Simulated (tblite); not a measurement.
Species: C6H11O (doublet state).
Geometry (GFN2-xTB, Å), atoms numbered from 1 in this order:
```
atom  x, y, z in Å
C1     2.046   -0.151   -0.682
C2     0.809   -0.233    0.215
C3    -0.213   -1.279   -0.252
C4    -1.559   -0.762    0.261
C5    -1.459    0.761    0.093
C6     0.003    1.026    0.230
O7     0.509    2.130    0.882
H8     2.585   -1.095   -0.671
H9     2.706    0.636   -0.325
H10    1.757    0.076   -1.705
H11    1.155   -0.467    1.234
H12   -0.224   -1.310   -1.343
H13    0.014   -2.278    0.118
H14   -2.402   -1.190   -0.279
H15   -1.667   -1.006    1.319
H16   -1.825    1.050   -0.903
H17   -2.061    1.307    0.828
H18   -0.184    2.792    0.969
```

Method: GFN2-xTB as coded in tblite; computed harmonic values from a numerical Hessian at the method's own geometry, unscaled. This tight-binding method is rough: wavenumbers can miss measured ones by several per cent, in bad cases by 10 to 20. One conformer, not necessarily the lowest. Open shells enter through the occupations alone, without spin polarisation, and single modes of such species can be off by tens of per cent.

Harmonic wavenumbers (cm⁻¹): 66.1, 154.3, 204.4, 218.7, 253.5, 275.9, 395.7, 462.9, 526.1, 569.0, 777.6, 852.6, 880.0, 932.7, 976.4, 989.7, 1030.1, 1051.6, 1072.4, 1112.2, 1113.8, 1148.5, 1186.7, 1209.2, 1240.0, 1270.9, 1274.0, 1294.9, 1318.9, 1335.0, 1364.7, 1400.0, 1470.6, 1484.3, 1493.9, 1497.0, 1500.9, 2823.0, 2853.9, 2913.4, 2976.0, 2989.6, 2999.2, 3008.6, 3029.1, 3033.9, 3048.4, 3554.4.

A = 3178, B = 2889, C = 1671 MHz; mass 99.081 u (most abundant isotopes); point group C1, symmetry number 1; spin multiplicity 2.

Task: Zero-point energy?

Result: Half the sum of the wavenumbers: 34317 cm⁻¹ = 98.12 kcal/mol.

Task: Entropy at 298.15 K, 1 bar (ideal gas, RRHO, classical rotation)?

Result: Translation 39.72, rotation 27.44, vibration 18.68, spin (R ln 2) 1.38: S = 87.2 cal/(mol K).

Task: And Cp and H(298.15 K) − H(0)?

Result: Cp = 30.78 cal/(mol K), of which vibrations give 22.83 (their classical limit is 48 R = 95.4); H(298.15 K) − H(0) = 5.54 kcal/mol without the zero-point energy, 3.17 from vibrations.

Task: What must be added to the electronic energy to get the Gibbs energy at 298.15 K and 1 bar?

Result: ZPE + [H(298.15 K) − H(0)] − T·S = 98.12 + 5.54 − 26.00 = 77.66 kcal/mol.

Task: Blend soft modes into free rotors: weight 1/[1 + (100 cm⁻¹/ν̃)⁴] for the oscillator and the rest for a rotor with moment μB/(μ + B), μ = h/(8π²ν), B = 10⁻⁴⁴ kg m². What vibrational entropy results?

Result: 17.83 cal/(mol K) in place of 18.68, which changes −T·S at 298.15 K by +0.25 kcal/mol.

Task: How do the functions run with temperature in this model?

Result: 
```json
{"T (K)": "150", "S (cal/(mol K))": "70.9", "Cp (cal/(mol K))": "18.7", "H − H(0) (kcal/mol)": "1.91", "G − H(0) (kcal/mol)": "-8.72", "ln q(vib)": "1.51"}
{"T (K)": "250", "S (cal/(mol K))": "82.2", "Cp (cal/(mol K))": "26.5", "H − H(0) (kcal/mol)": "4.16", "G − H(0) (kcal/mol)": "-16.39", "ln q(vib)": "3.20"}
{"T (K)": "400", "S (cal/(mol K))": "97.6", "Cp (cal/(mol K))": "40.3", "H − H(0) (kcal/mol)": "9.16", "G − H(0) (kcal/mol)": "-29.88", "ln q(vib)": "5.93"}
{"T (K)": "600", "S (cal/(mol K))": "117.1", "Cp (cal/(mol K))": "56.0", "H − H(0) (kcal/mol)": "18.87", "G − H(0) (kcal/mol)": "-51.37", "ln q(vib)": "9.80"}
{"T (K)": "900", "S (cal/(mol K))": "142.9", "Cp (cal/(mol K))": "71.3", "H − H(0) (kcal/mol)": "38.16", "G − H(0) (kcal/mol)": "-90.48", "ln q(vib)": "15.68"}
```

q(vib) and H(0) count from the zero-point level.

Task: Which modes carry the vibrational entropy at 298.15 K?

Result: 66.1 cm⁻¹: 4.27; 154.3 cm⁻¹: 2.62; 204.4 cm⁻¹: 2.09; 218.7 cm⁻¹: 1.97; 253.5 cm⁻¹: 1.71; 275.9 cm⁻¹: 1.56 cal/(mol K); the other 42 give 4.46 together.

Hindered rotation and anharmonicity are outside this model. Other conformers, if any are populated, would add a mixing term that is left out. The structure is chiral; the term R ln 2 for an equal mix with its mirror image is left out.
